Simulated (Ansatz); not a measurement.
Basis sets compared for the cluster B₃F₃. The state is a singlet with charge 0. Geometry PBE0-D4/def2-SVP. Ansatz on 4 threads of Arm Neoverse V1 on a shared host; times are rough, and most runs start from earlier orbitals.

```xyz
6

B    -0.7029    0.4486   -0.6975
B     0.7193   -0.7464    0.3274
B    -0.0315    0.5703    0.7087
F    -1.0968    0.1166   -1.8738
F    -0.0786    1.4164    1.7605
F     1.1905   -1.8054   -0.2253
```

The restricted singlet is unstable towards broken spin symmetry in Hartree–Fock (as tested in another run); at PBE-D4/def2-SVP, PBE-D4/def2-TZVP, PBE0-D4/def2-SVP, PBE0-D4/def2-TZVP this wasn't settled. The structure comes from a short search, and lower isomers may exist.

Binding counts from free atoms (B doublet, F doublet) in the same basis, without a counterpoise term.

```csv
level,functions,energy (Eh),HOMO (eV),LUMO (eV),binding per atom (eV),wall time
PBE-D4/def2-SVP,84,-373.4389,-5.07,-4.06,4.88,0.6 s
PBE0-D4/def2-SVP,84,-373.4394,-6.15,-3.24,4.65,0.6 s
```

Task: Estimate the rows for PBE-D4/def2-TZVP (with forces), PBE0-D4/def2-TZVP.

Result: 
```json
{"level": "PBE-D4/def2-TZVP (with forces)", "functions": "186", "energy (Eh)": "-373.8858", "HOMO (eV)": "-5.19", "LUMO (eV)": "-4.15", "binding per atom (eV)": "4.75", "wall time": "1.4 s"}
{"level": "PBE0-D4/def2-TZVP", "functions": "186", "energy (Eh)": "-373.8882", "HOMO (eV)": "-6.22", "LUMO (eV)": "-3.27", "binding per atom (eV)": "4.56", "wall time": "1.9 s"}
```
